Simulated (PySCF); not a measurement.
NMR data simulated for an unnamed compound:

1H NMR (400 MHz, computed): δ 9.55 (s, 1H), 4.87 (s, 2H), 0.65 (br s, 2H).

13C{1H} NMR (computed): δ 181.0 (CH), 108.6 (C), 94.2 (C), 89.4 (C), 76.7 (C).

[PySCF 2.14.0 with density-fitted response routines: shieldings: GIAO PBE0/pcSseg-1; structure optimised with GFN2-xTB; one conformer; in vacuum; rapidly exchanging positions averaged; relativity neglected]

Shifts are taken against calculated references (same method and geometry level): TMS for 1H (σref 31.72), 13C (σref 186.93).

Which of these does the molecule contain: an NH or NH2 group, an N-methyl group, a Si–H bond, a tert-butyl group, a C≡C triple bond, an S-methyl group?

Answers


- An NH or NH2 group: yes (δH 0.65 (br s)).
- An N-methyl group: no.
- A Si–H bond: yes (δH 4.87 (s)).
- A tert-butyl group: no.
- A C≡C triple bond: yes (δC 108.6, 94.2).
- An S-methyl group: no.

The data belong to SMILES N[SiH2]C#CC#CC=O, C$_{5}$H$_{5}$NOSi; they needn't prove each group on their own.

Carbon signals by region: 1 in the far downfield region (above 160 ppm), 1 in the sp2 and nitrile region (100–160 ppm), 3 at 50–100 ppm. Above 160 ppm: 181.0, aldehyde carbonyl carbon.

OH and NH positions are those of a molecule without intermolecular hydrogen bonds; in solution they move with solvent, concentration and temperature, and exchange usually removes their couplings. Shifts are as computed. Against solution values, carbons near 30 ppm lie about +3 ppm off and those near 130 ppm about +5 ppm. Of 1309 compounds with measured shifts, 239 miss one by over three times the rms of a fit or turn the order of signals round; such compounds aren't used in these exercises. No couplings were computed; multiplicities are counted from neighbouring protons, with m where these are inequivalent, close in shift, in a saturated or five-membered ring or joined by F or P, and br s for small geminal =CH2 splittings.
